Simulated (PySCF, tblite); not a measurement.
Isomers of C6H8FPS, one GFN2-xTB conformer each. Single-point energies are computed at PBE0/pcSseg-1 (PySCF, gas phase, no added dispersion term), electronic only.

```tsv
SMILES	GFN2-xTB relative energy (kJ/mol)
CC(C)c1pcsc1F	6.2
CCc1sc(C)pc1F	0.0
```

Conformers: `[CH3:1][CH:2]([CH3:3])[c:4]1[p:5][cH:6][s:7][c:8]1[F:9]` with C1–C2–C4–P5 61°; `[CH3:1][CH2:2][c:3]1[s:4][c:5]([CH3:6])[p:7][c:8]1[F:9]` with C1–C2–C3–S4 72°.

**Question.** What does PBE0/pcSseg-1 give for the same structures?

**Answer.** 
```
       SMILES  PBE0/pcSseg-1 E (Eh)  PBE0/pcSseg-1 (kJ/mol)  GFN2-xTB (kJ/mol)  point group
CCc1sc(C)pc1F           -1072.11530                     0.0                0.0           C1
CC(C)c1pcsc1F           -1072.10951                    15.2                6.2            –
```

Both levels put the same isomer lowest. 

**Question.** Which frontier levels, dipoles and rotational constants go with these structures?

**Answer.** 
```json
{"SMILES": "CCc1sc(C)pc1F", "HOMO (eV, PBE0/pcSseg-1)": "-6.73", "LUMO (eV)": "-1.41", "dipole (D)": "2.34", "A, B, C (MHz)": "1750, 997.4, 672.7"}
{"SMILES": "CC(C)c1pcsc1F", "HOMO (eV, PBE0/pcSseg-1)": "-6.95", "LUMO (eV)": "-1.47", "dipole (D)": "0.18", "A, B, C (MHz)": "1783, 981.3, 731.4"}
```

**Question.** What happens when harmonic zero-point energies from GFN2-xTB frequencies are added?

**Answer.** 
```tsv
SMILES	ZPE (kJ/mol)	electronic (kJ/mol)	with ZPE (kJ/mol)
CCc1sc(C)pc1F	327.8	0.0	0.0
CC(C)c1pcsc1F	328.7	15.2	16.1
```

The zero-point energies span 0.9 kJ/mol. The order is unchanged.
